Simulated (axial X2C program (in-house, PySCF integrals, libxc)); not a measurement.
## AsN⁺: properties at the nuclei

Computed with an axial X2C code built on PySCF integrals: two-component X2C with atomic mean-field Coulomb and Gaunt terms, Gaussian nuclei, basis As dyall-cv3z, N dyall-av3z with contracted cores.

R = 1.688 Å (near the PBE0 minimum at charge 1 of the determinant lowest at the starting distance; the state shown can have its own minimum elsewhere).

Determinant lowest in the PBE0 search, Ω = 3/2 (⟨Sz⟩ = 0.50, ⟨Lz⟩ = 1.00 at PBE0), spin on the atoms As 0.00, N 0.50:

```tsv
level	Eeff magnitude (GV/cm)	Ws magnitude As (kHz)	Ws magnitude N (kHz)	A∥/gI As (MHz)	qzz As (a.u.)	A∥/gI N (MHz)	qzz N (a.u.)
PBE0	0.0205	0.00299	0.000314	327	-5.66	45.5	-1.22
HF	0.505	0.143	0.00081	560	-5.59	-8.51	-1.09
B3LYP	0.0401	0.00178	0.000266	307	-5.52	57.2	-1.29
BHandHLYP	0.0592	0.023	0.00037	419	-5.68	26.3	-1.25
r2SCAN	0.0332	0.0196	0.00031	354	-5.47	55.3	-1.26
```

Determinant 0.10 eV from it at PBE0 and this distance, Ω = 1/2 (⟨Sz⟩ = -0.48, ⟨Lz⟩ = 0.98 at PBE0), spin on the atoms As -0.04, N -0.44:

```
    level  Eeff magnitude (GV/cm)  Ws magnitude As (kHz)  A∥/gI As (MHz)  qzz As (a.u.)  A∥/gI N (MHz)  qzz N (a.u.)
     PBE0                   0.419                   0.38             905          -5.75            377         -1.17
       HF                       2                    1.7            1380          -5.77            143         -1.06
    B3LYP                   0.395                   0.36             898          -5.57            383         -1.23
BHandHLYP                   0.631                  0.553            1050          -5.87            288         -1.22
   r2SCAN                   0.303                  0.287             960          -5.59            318         -1.23
```

Eeff is the effective electric field on the electron electric dipole moment in this Ω state and Ws the scalar–pseudoscalar constant of the nucleus named (defined with the proton number Z and per Ω); A∥ (defined per Ω) follows by multiplying with gI = μI/(I μN); qzz is the electric field gradient, eQq0 = 234.96 MHz × Q/barn × qzz. The operators were transformed with the bare-nucleus X2C matrices; with these basis sets, hyperfine constants and field gradients can be off by tens of per cent, and where levels differ in sign neither size nor sign is settled.

Problem. With gI(75As) = 0.9597, Q(75As) = 0.311 barn, Q(14N) = 0.02044 barn (g factors from the IAEA table of nuclear moments by Stone; Q from Pyykkö, Mol. Phys. 2018), turn the PBE0 values of the first state into constants in MHz.

Solution. A∥(75As) = 327 × 0.9597 = 314 MHz; eQq0(75As) = 234.96 × (0.311) × (-5.66) = -414 MHz; eQq0(14N) = 234.96 × (0.02044) × (-1.22) = -5.86 MHz.

Each state is one determinant with collinear spin. Unrestricted Hartree–Fock can overshoot spin polarisation at the nuclei. In the state Ω = 3/2 the sign of Eeff differs between levels (HF, BHandHLYP, r2SCAN against PBE0). Where Eeff spreads by more than a factor of two the levels disagree and none is to be relied on. The search compared states at one distance, so a state with another bond length can lie lower. The sign of Ws at As differs between levels in the first state. Further determinants of the search, some of them spin-mixed, are not shown. Where a field gradient or hyperfine factor spreads by more than a factor of two over the levels, a constant derived from it is not to be relied on. PBE0 term energies can be off by some tenths of an eV.
